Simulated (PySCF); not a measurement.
# Two-photon absorption: `InChI=1S/C8H9Cl/c1-2-7-3-5-8(9)6-4-7/h3-6H,2H2,1H3`

Molfile (atoms numbered from 1):
```
C8H9Cl
     RDKit          3D

 18 18  0  0  0  0  0  0  0  0999 V2000
   -1.8069    0.9131   -0.8705 C   0  0  0  0  0  0  0  0  0  0  0  0
   -1.1367   -0.1400    0.0084 C   0  0  0  0  0  0  0  0  0  0  0  0
    0.3472    0.0742    0.1392 C   0  0  0  0  0  0  0  0  0  0  0  0
    0.8723    0.8869    1.1502 C   0  0  0  0  0  0  0  0  0  0  0  0
    2.2390    1.1319    1.2505 C   0  0  0  0  0  0  0  0  0  0  0  0
    3.1038    0.5562    0.3218 C   0  0  0  0  0  0  0  0  0  0  0  0
    4.8087    0.8510    0.4371 Cl  0  0  0  0  0  0  0  0  0  0  0  0
    2.6106   -0.2580   -0.6958 C   0  0  0  0  0  0  0  0  0  0  0  0
    1.2404   -0.4903   -0.7782 C   0  0  0  0  0  0  0  0  0  0  0  0
   -2.8903    0.7354   -0.9509 H   0  0  0  0  0  0  0  0  0  0  0  0
   -1.3843    0.9059   -1.8871 H   0  0  0  0  0  0  0  0  0  0  0  0
   -1.6571    1.9236   -0.4599 H   0  0  0  0  0  0  0  0  0  0  0  0
   -1.5960   -0.1307    1.0103 H   0  0  0  0  0  0  0  0  0  0  0  0
   -1.3248   -1.1426   -0.4089 H   0  0  0  0  0  0  0  0  0  0  0  0
    0.1965    1.3377    1.8826 H   0  0  0  0  0  0  0  0  0  0  0  0
    2.6404    1.7633    2.0449 H   0  0  0  0  0  0  0  0  0  0  0  0
    3.3008   -0.7059   -1.4126 H   0  0  0  0  0  0  0  0  0  0  0  0
    0.8571   -1.1325   -1.5763 H   0  0  0  0  0  0  0  0  0  0  0  0
  1  2  1  0
  2  3  1  0
  3  4  1  0
  4  5  2  0
  5  6  1  0
  6  7  1  0
  6  8  2  0
  8  9  1  0
  9  3  2  0
  1 10  1  0
  1 11  1  0
  1 12  1  0
  2 13  1  0
  2 14  1  0
  4 15  1  0
  5 16  1  0
  8 17  1  0
  9 18  1  0
M  END
```

The calculation used PySCF 2.14.0, TDDFT CAM-B3LYP/aug-cc-pVDZ excited states, vertical, gas phase. Geometry: PBE0-D3(BJ)/def2-SVP.

Q: How strongly do the lowest singlets absorb one photon, and two photons of half the energy?

A: δ for parallel linear polarisation; σ at the peak of a Lorentzian of half width 0.1 eV, single beam; Ω is circular over linear.
| state | E (eV) | f | photon λ (nm) | δ (au) | σ (GM) | Ω | main |
| --- | --- | --- | --- | --- | --- | --- | --- |
| S1 | 5.19 | 0.006 | 478 | 0.76 | 0.01 | 1.50 | HOMO→LUMO+1 0.68, HOMO−1→LUMO+2 0.14 |
| S2 | 5.76 | 0.148 | 431 | 41.3 | 0.50 | 0.62 | HOMO→LUMO+2 0.35, HOMO→LUMO 0.26 |
| S3 | 6.12 | 0.002 | 405 | 44.7 | 0.61 | 0.38 | HOMO→LUMO 0.41, HOMO→LUMO+2 0.36 |
| S4 | 6.55 | 0.004 | 379 | 17 | 0.27 | 1.47 | HOMO→LUMO+6 0.35, HOMO→LUMO+8 0.17 |
| S5 | 6.61 | 0.148 | 375 | 13.9 | 0.22 | 1.50 | HOMO→LUMO+3 0.31, HOMO→LUMO+1 0.22 |
| S6 | 6.67 | 0.137 | 372 | 12.3 | 0.20 | 1.50 | HOMO→LUMO+3 0.59, HOMO−1→LUMO 0.16 |
